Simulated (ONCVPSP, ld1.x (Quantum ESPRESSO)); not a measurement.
**Potentials for technetium compared**

Generated with ld1.x 7.5 (TM, RRKJ, ultrasoft, PAW), atompaw 4.2 or ONCVPSP 4.0.1. The cutoff is in Ry: for ld1.x and atompaw files where the sum of valence levels is converged to 10 mRy in a Bessel basis, for ONCV files where the hardest occupied wave has 1 mHa per electron of residual kinetic energy. The error is the largest all-electron minus pseudo excitation energy over each file’s own four to seven test configurations (ionisations up to +4, promotions, holes and added fractions of an electron), all of which were solved. The labels leave out finer settings (local radius, basis sizes, second energies), which also bear on the numbers. Spin-polarised tests are not counted. The rows are a selection from randomly drawn settings: files with unsolved tests, undetermined cutoffs or missed reference levels are left out.

A true bound ghost makes a file unfit for plane-wave use even where its test errors are small: the radial tests pick states by their node count and pass the ghost by.

```tsv
potential	cutoff (Ry)	largest error (meV)	bound ghosts
ONCV, PBE, scalar-relativistic, rc 1.75/1.95/2.45 (spd), local smoothed, core correction yes, reference 4s2 4p6 4d5 5s0.5, qcut 8.8/6.7/5.4, projectors 2/2/3	45	+68	none
ONCV, PBE, fully relativistic, rc 1.75/1.60/1.35 (spd), local smoothed, core correction yes, reference 4s2 4p6 4d5, qcut 7.6/10.2/5.9, projectors 2/2/2	81	-2.9	none
TM semilocal, PBE, scalar-relativistic, rc 2.80/2.70/2.05 (spd), local s, core correction yes, reference 4d5 5s0.5 5p0	40	-215	none
ONCV, PBE, scalar-relativistic, rc 1.40/2.10/1.40 (spd), local d, core correction yes, reference 4s2 4p6 4d5 5s1.75 5p0.25, qcut 7.6/7.9/9, projectors 2/2/0	49	-4.3	none
ONCV, PBE, scalar-relativistic, rc 2.00/1.85/1.90 (spd), local smoothed, core correction yes, reference 4s2 4p6 4d5 5s1, qcut 7.6/7.1/6.6, projectors 2/2/2	36	-4.3	none
ONCV, LDA (Perdew-Zunger), scalar-relativistic, rc 1.45/1.25/1.90 (spd), local smoothed, core correction yes, reference 4s2 4p6 4d5 5s2, qcut 8.6/7.5/9, projectors 2/3/1	55	-4.0	none
ONCV, PBE, fully relativistic, rc 1.35/1.30/2.30 (spd), local smoothed, core correction yes, reference 4s2 4p6 4d5 5s1, qcut 7/5.6/8, projectors 3/2/2	62	+6.6	none
```

Task: Fill in the row for Tc: ONCV, PBE, fully relativistic, rc 2.90/1.25/2.40 (spd), local smoothed, core correction yes, reference 4p6 4d5 5s2, qcut 2.1/6.8/7.5, projectors 2/2/2.

Result: cutoff 180 Ry, largest error -31 meV, bound ghosts: s.
